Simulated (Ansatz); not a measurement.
```yaml
crystal:
  periodic: [false, false, false]
  atoms:
    - {symbol: O, position_ang: [1.076296, -1.300424, 0.666423]}
    - {symbol: Ge, position_ang: [0.006550, -0.028032, 0.047925]}
    - {symbol: F, position_ang: [-0.974929, 0.598141, 1.301581]}
    - {symbol: Cl, position_ang: [-1.265266, -0.886537, -1.389943]}
    - {symbol: Cl, position_ang: [1.207250, 1.543151, -0.667385]}
basis:
  gaussian: {orbitals: def2-mTZVP}
magnetization: {spin_polarized: true, initial_magnetization: 9}
hamiltonian: {xc: {name: wPBEh}}
output: {forces: true}
```

```sh
$ ansatz run in.yaml --threads 4 --pin off --events-out ev --progress --plain --max-ram 10444MiB
```

It prints (some lines left out):

```
Functional definition: wPBEh
1064 factors; integrals over basis functions are off by at most 8.4e-4 eV
77 factors; integrals over basis functions are off by at most 3.3e-7 eV
mean field evaluation 1: about -86256.8927 eV, gradient 6.1e1 eV
mean field evaluation 2: about -85991.8425 eV, gradient 2.1e2 eV
mean field evaluation 4: about -86268.0177 eV, gradient 4.5e1 eV
mean field evaluation 8: about -86279.9883 eV, gradient 6.1e0 eV
mean field evaluation 16: about -86280.3429 eV, gradient 5.4e-2 eV
mean field evaluation 64: about -86280.2154 eV, gradient 3.5e-1 eV
mean field -86280.34316960 eV, -3170.7441285658 hartree, gradient 3.2e-8 eV, S^2 24.761485; 8 other end points of the search recorded, 0 dependent functions left out
reference -86280.34320817 eV, -3170.7441299832 hartree; 46, 37 occupied and 77, 86 virtual orbitals, 1064 factors
Total energy: -86280.34320817 eV, -3170.7441299832 hartree
Atom 0 at     1.076296    -1.300424     0.666423 Å, force     6.658599    -7.955831     3.969587 eV/Å
Atom 1 at     0.006550    -0.028032     0.047925 Å, force     0.079727     0.506535    -1.984338 eV/Å
Atom 2 at    -0.974929     0.598141     1.301581 Å, force    -6.169958     3.978228     7.740010 eV/Å
Atom 3 at    -1.265266    -0.886537    -1.389943 Å, force    -5.903693    -3.786777    -6.504698 eV/Å
Atom 4 at     1.207250     1.543151    -0.667385 Å, force     5.335325     7.257845    -3.220561 eV/Å
Dipole moment:     0.150759    -0.054676    -0.331599 e Å
```

Something in this input is off. What?

The spin is set far too high for this molecule. The run converged. The result belongs to that input, not to the molecule as meant.
